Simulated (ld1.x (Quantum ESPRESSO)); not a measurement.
titanium: excitation energies, all-electron against TM semilocal

titanium, norm-conserving Troullier–Martins (semilocal form), made with ld1.x (Quantum ESPRESSO) 7.5 (LDA (PZ), scalar-relativistic). Core [Ar], reference 3d2 4s2 4p0. Waves: 4s (bound): rc 2.95 bohr; 3d (bound): rc 2.25 bohr; 4p (bound, empty): rc 3.75 bohr. Local part: the p channel. Core correction: a·sin(br)/r model core, default radius (core density twice the valence density).

Energies are relative to the spin-unpolarised reference configuration 3d2 4s2 4p0; without spin polarisation the order of configurations can differ from experiment. Spin-polarised rows fill each open shell by Hund’s rule, majority spin first.

Task: Give the all-electron excitation energy and the error of the potential for: 3d2 4s1 4p0; 3d2 4s0 4p0; 3d1 4s0 4p0; 3d1 4s2 4p0; 3d2.5 4s1.5 4p0; 3d2 4s1 4p1; 3d3 4s1 4p0; 3d2 4s2 4p0 (spin-polarised); 3d2 4s1 4p0 (spin-polarised).

Result:

```json
{"valence configuration": "3d2 4s1 4p0", "charge": "+1", "ΔE all-electron (eV)": "7.536", "error AE − PS (meV)": "-2.6"}
{"valence configuration": "3d2 4s0 4p0", "charge": "+2", "ΔE all-electron (eV)": "21.336", "error AE − PS (meV)": "-32"}
{"valence configuration": "3d1 4s0 4p0", "charge": "+3", "ΔE all-electron (eV)": "48.525", "error AE − PS (meV)": "-301"}
{"valence configuration": "3d1 4s2 4p0", "charge": "+1", "ΔE all-electron (eV)": "9.980", "error AE − PS (meV)": "-97"}
{"valence configuration": "3d2.5 4s1.5 4p0", "charge": "0", "ΔE all-electron (eV)": "0.324", "error AE − PS (meV)": "-27"}
{"valence configuration": "3d2 4s1 4p1", "charge": "0", "ΔE all-electron (eV)": "3.136", "error AE − PS (meV)": "-1.3"}
{"valence configuration": "3d3 4s1 4p0", "charge": "0", "ΔE all-electron (eV)": "1.060", "error AE − PS (meV)": "-91"}
{"valence configuration": "3d2 4s2 4p0 (spin-polarised)", "charge": "0", "ΔE all-electron (eV)": "-0.670", "error AE − PS (meV)": "+396"}
{"valence configuration": "3d2 4s1 4p0 (spin-polarised)", "charge": "+1", "ΔE all-electron (eV)": "6.292", "error AE − PS (meV)": "+439"}
```

Levels in the configuration 3d2 4s1 4p0:

```json
{"level": "3d", "all-electron (eV)": "-11.640", "pseudo (eV)": "-11.631"}
{"level": "4s", "all-electron (eV)": "-10.601", "pseudo (eV)": "-10.608"}
```
